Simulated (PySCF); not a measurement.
Si(Me)(OH)2(SMe), SMILES S(C)[Si](C)(O)O, CAM-B3LYP/def2-SVP optimised geometry. Atoms within 1.6 Å of the plane z = 1.0 Å (x, y, z in Å): C1 (-0.67, 1.78, 1.43), S2 (-1.54, 1.05, 0.00), Si3 (-0.71, -0.93, 0.00), C4 (1.14, -0.93, 0.00), O6 (-1.16, -1.79, 1.34), H7 (0.39, 1.96, 1.21), H8 (-1.16, 2.73, 1.66), H9 (-0.75, 1.12, 2.31), H10 (1.51, -1.96, -0.04), H11 (1.54, -0.46, 0.91), H14 (-2.10, -1.93, 1.46).

Calculation: CAM-B3LYP/def2-TZVP in PySCF. Cells within 0.4 Å of a nucleus heavier than hydrogen are left out (blank, or x).

Map of the log10 of the electron density (e/bohr³), floored at −4 on the plane z = 1.0 Å:

```
|0000000012222211000000000000000|
|0000000123333322111000000000000|
|0000001234444433222100000000000|
|0000012345555544433210000000000|
|0000122345666655544321000000000|
|0001123456677766655432100000000|
|0011234456777777776542100000000|
|0012334566788888886543200000000|
|0123345567788888887543200000000|
|0123455677888888876543200000000|
|1223456677888877765432210000000|
|1233456677787776654432211000000|
|1233456677777665544433322100000|
|1123456667766655444444433210000|
|0123455666666554445555544321000|
|0123345556666555556677654321000|
|0112344555666555566788765421000|
|0012234456666655667789765431000|
|0012234566777666667788765431000|
|0012345567888766666777654321000|
|0012345678998876566666654321000|
|00124567899x9876555565544321000|
|0012456789xx9875545555543210000|
|0012456788999865444444433210000|
|0012345677888765433444332110000|
|0001234566776654333333322100000|
|0000223445555543222222211000000|
|0000112334444432211111110000000|
|0000001223333221100000000000000|
|0000000011222110000000000000000|
|0000000000000000000000000000000|
```
Scale: ten equal steps from -4.00 (start of '0') to -0.210 (end of '9'), in the order '0123456789'; x runs from -4.00 to 4.00, y from -4.00 (bottom) to 4.00 (top).
